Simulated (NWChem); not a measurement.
System: C$_{2}$H$_{8}$OSi; SMILES CO[SiH2]C

Input file for NWChem:

```
start job
memory heap 200 mb stack 900 mb global 1100 mb
geometry units angstroms noautosym nocenter noautoz
  Si     0.481019     0.490683    -0.001216
  C     -0.575349     2.025113    -0.000948
  O     -0.547054    -0.822465    -0.000105
  C     -0.124875    -2.154947    -0.001148
  H      1.365665     0.444170    -1.212125
  H      1.367721     0.445102     1.208215
  H      0.054931     2.928129    -0.003334
  H     -1.221316     2.052573    -0.891482
  H     -1.217971     2.054914     0.891918
  H      0.480875    -2.401350    -0.893816
  H     -1.010093    -2.809840    -0.004810
  H      0.475658    -2.404193     0.894231
end
basis spherical
  * library def2-svp
end
dft
  xc m05-2x
  iterations 150
end
cosmo
  do_cosmo_smd true
  solvent dmf
end
task dft energy
```

Excerpt of the output:

```
             Northwest Computational Chemistry Package (NWChem) 7.3.0
             --------------------------------------------------------

                             Geometry "geometry" -> ""
                             -------------------------

 Output coordinates in angstroms (scale by  1.889725989 to convert to a.u.)

  No.       Tag          Charge          X              Y              Z
 ---- ---------------- ---------- -------------- -------------- --------------
    1 Si                  14.0000     0.48101900     0.49068300    -0.00121600
    2 C                    6.0000    -0.57534900     2.02511300    -0.00094800
    3 O                    8.0000    -0.54705400    -0.82246500    -0.00010500
    4 C                    6.0000    -0.12487500    -2.15494700    -0.00114800
    5 H                    1.0000     1.36566500     0.44417000    -1.21212500
    6 H                    1.0000     1.36772100     0.44510200     1.20821500
    7 H                    1.0000     0.05493100     2.92812900    -0.00333400
    8 H                    1.0000    -1.22131600     2.05257300    -0.89148200
    9 H                    1.0000    -1.21797100     2.05491400     0.89191800
   10 H                    1.0000     0.48087500    -2.40135000    -0.89381600
   11 H                    1.0000    -1.01009300    -2.80984000    -0.00481000
   12 H                    1.0000     0.47565800    -2.40419300     0.89423100

 Effective nuclear repulsion energy (a.u.)     176.8496020377

                                 NWChem DFT Module
                                 -----------------

 Summary of "ao basis" -> "ao basis" (spherical)
 ------------------------------------------------------------------------------
       Tag                 Description            Shells   Functions and Types
 ---------------- ------------------------------  ------  ---------------------
 Si                         def2-svp                 8       18   4s3p1d
 C                          def2-svp                 6       14   3s2p1d
 O                          def2-svp                 6       14   3s2p1d
 H                          def2-svp                 3        5   2s1p

 in cosmo_initialize ...
 calling solv_data for solv:dmf

[...]

                                COSMO-SMD solvation results
                                ---------------------------

             internal energy in gas <Psi(g)|H|Psi(g)> =      -445.523391860359
         internal energy in solvent <Psi(s)|H|Psi(s)> =      -445.523111841244
                               delta internal energy  =         0.000280019114 (    0.18 kcal/mol)
   total free energy in solvent <Psi(s)|H+V/2|Psi(s)> =      -445.526857442764
 polarization energy contribution <Psi(s)|V/2|Psi(s)> =        -0.003745601520 (   -2.35 kcal/mol)
    total free energy in solvent including G(SMD-CDS) =      -445.525653643812
                       G(SMD-CDS) energy contribution =         0.001203798952 (    0.76 kcal/mol)
     1 M fixed-concentration free energy of solvation =        -0.002261783454 (   -1.42 kcal/mol)

                       DFT Final Molecular Orbital Analysis
                       ------------------------------------

 Vector   19  Occ=2.000000D+00  E=-3.920274D-01
              MO Center= -3.3D-01, -8.3D-02, -2.2D-03, r^2= 4.5D+00
   Bfn.  Coefficient  Atom+Function         Bfn.  Coefficient  Atom+Function
  ----- ------------  ---------------      ----- ------------  ---------------
    36      0.290098   3 O  px               23      0.255661   2 C  py
     9     -0.228623   1 Si py               91      0.226912  11 H  s
    50     -0.215919   4 C  px               39      0.213357   3 O  px
    22     -0.185722   2 C  px               26      0.140898   2 C  py
    12     -0.138329   1 Si py                6      0.126756   1 Si py

 Vector   20  Occ=2.000000D+00  E=-3.656145D-01
              MO Center= -8.6D-02, -3.8D-03, -2.4D-03, r^2= 3.8D+00
   Bfn.  Coefficient  Atom+Function         Bfn.  Coefficient  Atom+Function
  ----- ------------  ---------------      ----- ------------  ---------------
    36      0.377084   3 O  px               39      0.290786   3 O  px
    23     -0.220076   2 C  py                8     -0.199163   1 Si px
    22      0.165126   2 C  px               50     -0.165426   4 C  px
    91      0.154762  11 H  s                61     -0.153920   5 H  s
    66     -0.153259   6 H  s                26     -0.146061   2 C  py

 Vector   21  Occ=2.000000D+00  E=-3.451139D-01
              MO Center=  1.8D-01, -7.0D-01,  7.5D-04, r^2= 2.9D+00
   Bfn.  Coefficient  Atom+Function         Bfn.  Coefficient  Atom+Function
  ----- ------------  ---------------      ----- ------------  ---------------
    38      0.476528   3 O  pz               41      0.375628   3 O  pz
    62      0.208922   5 H  s                67     -0.209283   6 H  s
    61      0.196205   5 H  s                66     -0.196699   6 H  s
    96     -0.177770  12 H  s                86      0.176657  10 H  s
    52     -0.170314   4 C  pz               87      0.120259  10 H  s

 Vector   22  Occ=0.000000D+00  E= 8.368393D-02
              MO Center=  6.9D-01,  1.1D-01, -1.7D-03, r^2= 4.7D+00
   Bfn.  Coefficient  Atom+Function         Bfn.  Coefficient  Atom+Function
  ----- ------------  ---------------      ----- ------------  ---------------
    12      1.200296   1 Si py               49      0.912216   4 C  s
    21     -0.884394   2 C  s                35      0.593609   3 O  s
    87     -0.437503  10 H  s                97     -0.436172  12 H  s
    11      0.385407   1 Si px               92     -0.295898  11 H  s
     4      0.273828   1 Si s                25     -0.245746   2 C  px

[...]
```

Level: M05-2X/def2-SVP, SMD on the gas-phase geometry. Geometry: optimised at PBE0/def2-SVP. Solvent: N,N-dimethylformamide.
